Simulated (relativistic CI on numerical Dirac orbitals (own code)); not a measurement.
**A ladder of approximations for the levels of Nd⁺**

Calculated with a relativistic CI code on KLI orbitals (one set per configuration, finite nucleus), adding one ingredient at a time: step 1, Dirac-Coulomb, each configuration alone; step 2, with Breit and QED terms; step 3, with configuration mixing; step 4, with scaled Slater integrals (0.85); step 5, with a P86 correlation estimate; step 6, tied to the ionisation limit. P86 is a density functional for the correlation energy, evaluated here for each configuration and added to its levels. Step 6 is semi-empirical: configurations made of the next ion and one excited electron move by 9566 cm⁻¹, so that their limit matches the tabulated ionisation energy, and those with a non-penetrating f or g electron also take the P86 value of the least penetrating other one.

Configurations in the expansion (outside the closed core [Xe]): 4f4 6s, 4f4 5d, 4f3 5d2, 4f3 6s2, 4f5, 4f2 6s2 6f, 4f3 6s 8s, 4f2 6s2 5d, 4f 6s2 5d 8s. The list is cut by size and lacks configurations that can hold low levels.

Computed minus measured energy above the ground level, in cm⁻¹, for 5 of the 19 excited levels that pair in every step (one J of a term; a digit in brackets numbers repeated terms):

```tsv
Configuration	Term	J	Measured	Step 1	Step 2	Step 3	Step 4	Step 5	Step 6
4f4 6s	6I	9/2	513	200	146	146	119	119	118
4f4 6s	4I	9/2	1650	987	915	923	634	636	632
4f4 5d	6L	11/2	4438	-1721	-1842	-1814	-771	-3098	6456
4f4 5d	6K	9/2	6005	-1046	-1175	-1146	-417	-2744	6808
4f4 5d	6I	7/2	7525	819	685	727	963	-1361	8184
```

Mean absolute errors in cm⁻¹, over all paired levels and for the configurations:

| Configuration, levels | Step 1 | Step 2 | Step 3 | Step 4 | Step 5 | Step 6 |
| --- | --- | --- | --- | --- | --- | --- |
| all, 19 | 1055 | 1053 | 1043 | 557 | 1681 | 3687 |
| 4f4 6s, 9 | 835 | 525 | 528 | 359 | 360 | 358 |
| 4f4 5d, 10 | 1254 | 1529 | 1507 | 735 | 2869 | 6683 |

Measured levels: NIST Handbook of Basic Atomic Spectroscopic Data (Sansonetti and Martin, J. Phys. Chem. Ref. Data 34, 1559 (2005)).

**Question.** What does each ingredient do to the ground and the excited configurations, and where is the model closest to experiment?

**Answer.** Terms of the ground configuration are off by 835 at first, 528 with mixing and 359 after scaling, which stands in for the correlation that narrows term splittings. The Breit and QED terms change the top of the ground term (measured 5086) from 5790 to 5209. Mixing lowers the ground level by 29; relative to it the configurations that move most are 4f4 5d by +30. The P86 estimate moves 4f4 5d by -2327, and takes the mean absolute error of the excited configurations from 735 to 2869. Step 6 takes that error from 2869 to 6683; it grows for 4f4 5d. The shift fits the limit, so it does little for low levels whose errors differ from those near the limit. The mean absolute error is lowest at step 4 (557 cm⁻¹), and the largest single drop is from step 3 to 4 (1043 to 557).
